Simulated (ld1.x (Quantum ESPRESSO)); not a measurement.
The numbers below are computed, except where a source is named.
## Pseudopotentials across the periodic table

Generated with ld1.x 7.5 (TM, RRKJ, ultrasoft, PAW), atompaw 4.2 or ONCVPSP 4.0.1. The cutoff is in Ry: for ld1.x and atompaw files where the sum of valence levels is converged to 10 mRy in a Bessel basis, for ONCV files where the hardest occupied wave has 1 mHa per electron of residual kinetic energy. The error is the largest all-electron minus pseudo excitation energy over each file’s own four to seven test configurations (ionisations up to +4, promotions, holes and added fractions of an electron), all of which were solved. The labels leave out finer settings (local radius, basis sizes, second energies), which also bear on the numbers. Spin-polarised tests are not counted. The rows are a selection from randomly drawn settings: files with unsolved tests, undetermined cutoffs or missed reference levels are left out.

A true bound ghost makes a file unfit for plane-wave use even where its test errors are small: the radial tests pick states by their node count and pass the ghost by.

| element | potential | cutoff (Ry) | largest error (meV) | bound ghosts |
| --- | --- | --- | --- | --- |
| Si | TM, BLYP, scalar-relativistic, rc 1.40/1.50 (sp), local s, core correction yes, reference 3s2 3p2 | 35 | +47 | none |
| Ti | ultrasoft, PBEsol, non-relativistic, rc 2.75/3.10/2.50 (spd), local smoothed, core correction no, reference 3d2 4s1 4p0 | 15 | +108 | none |
| Se | RRKJ, PBE, scalar-relativistic, rc 1.25/1.45 (sp), local s, core correction yes, reference 4s1.5 4p4.5 | 45 | -50 | p |
| W | TM, LDA (PZ), scalar-relativistic, rc 2.15/3.70/1.60 (spd), local s, core correction yes, reference 5d5 6s1 6p0 | 30 | -1081 | none |

(1) Fill in the row for V: TM, LDA (PZ), scalar-relativistic, rc 2.20/2.15/1.35 (spd), local p, core correction no, reference 3d3 4s0 4p0.

Results:

(1) cutoff 110 Ry, largest error -341 meV, bound ghosts: s.
